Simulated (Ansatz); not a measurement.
H₃S₂ (SMILES S[SH2+]), charge +1, singlet, at a GFN2-xTB geometry. Base run: PBE0/STO-3G in Ansatz (a quantum-chemistry and plane-wave program).

The Ansatz input:
Ansatz 0.2 input:
```yaml
crystal:
  periodic: [false, false, false]
  atoms:
    - {symbol: S, position_ang: [0.89863091, -0.20318323, 0.56442505]}
    - {symbol: S, position_ang: [-0.81776582, 0.18767189, -0.54542269]}
    - {symbol: H, position_ang: [1.70492471, -0.24812458, -0.50411846]}
    - {symbol: H, position_ang: [-1.33373201, 1.21504808, 0.18436999]}
    - {symbol: H, position_ang: [-1.66503405, -0.71874195, 0.01571083]}
basis:
  gaussian:
    orbitals: STO-3G
hamiltonian:
  xc: pbe0
total_charge: 1
```

Variants of this job, named by their change:

```tsv
change	ΔE vs base (mEh)
base	0.000
point_charge = charge:0.5 position_ang:-3.285, -3.5878, 1.5963	53.805
lower_state_search = off	0.000
accuracy = high	-0.001
fitting.mean_field = cc-pVTZ-JKFIT	(withheld)
final_grid = 4, 8, 17	0.283
point_charge = charge:-1.0 position_ang:4.2237, 1.2348, 1.9023	-106.4
final_grid = 10, 20, 41	0.000
nuclear_model = gaussian	(withheld)
final_grid = 14, 28, 59	0.000
final_grid = 6, 12, 29	-0.004
```

Some entries are withheld; supply them.


- fitting.mean_field = cc-pVTZ-JKFIT, ΔE vs base (mEh): -0.197
- nuclear_model = gaussian, ΔE vs base (mEh): 0.418
